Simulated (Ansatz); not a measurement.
Relaxation of AlF2H4P (8 atoms, charge 0, multiplicity 1), to a largest force component of 0.03 eV/Å in at most 50 steps.

Method: RKS PBE/def2-SVP (Ansatz).

```xyz
8
Properties=species:S:1:pos:R:3:forces:R:3
Al -0.022 -0.658 -0.296 0.04 0.27 -0.13
H 0.237 0.258 2.292 0.59 1.79 0.23
F 1.385 0.220 -0.529 0.00 -0.01 0.00
F -1.430 0.023 -0.894 0.00 -0.02 0.04
P -0.060 -2.665 0.806 -0.02 -0.54 0.01
H -0.506 -3.425 -0.337 0.00 0.06 0.01
H 1.336 -2.910 0.541 -0.01 0.03 0.00
H 0.009 -0.420 2.173 -0.60 -1.59 -0.16
```

Where does it end, and by what steps?

It converged. The force dipped under the threshold on the way, but the program's further checks kept it going. After 19 steps the energy has fallen by 0.183 eV; H8 moved furthest, 0.72 Å.

```csv
step,energy less start (eV),largest force component (eV/Å),accepted
0,0.0000,1.787,yes
1,-0.0821,0.555,yes
2,-0.0189,0.938,no
3,-0.0975,0.245,yes
4,-0.1132,0.244,yes
5,-0.1363,0.407,yes
6,-0.1399,0.473,yes
7,-0.1544,0.395,yes
8,-0.1653,0.293,yes
9,-0.1438,0.855,no
10,-0.1736,0.183,yes
11,-0.1798,0.076,yes
12,-0.1812,0.100,yes
13,-0.1818,0.031,yes
14,-0.1822,0.025,yes
15,-0.1824,0.086,yes
16,-0.1827,0.039,yes
17,-0.1826,0.032,no
18,-0.1830,0.012,yes
19,-0.1832,0.021,yes
```

```xyz
8
Properties=species:S:1:pos:R:3
Al 0.064 -0.756 0.019
H 0.295 0.448 1.905
F 1.461 0.164 -0.149
F -1.374 -0.088 -0.527
P 0.128 -2.960 0.744
H -0.624 -3.379 -0.414
H 1.400 -3.167 0.095
H -0.402 0.161 2.082
```

Whether the end is a true minimum wasn't checked by a vibrational analysis.

The run took 27 s on 2 threads of Arm Neoverse V1 (shared host), peak memory 0.12 GiB.
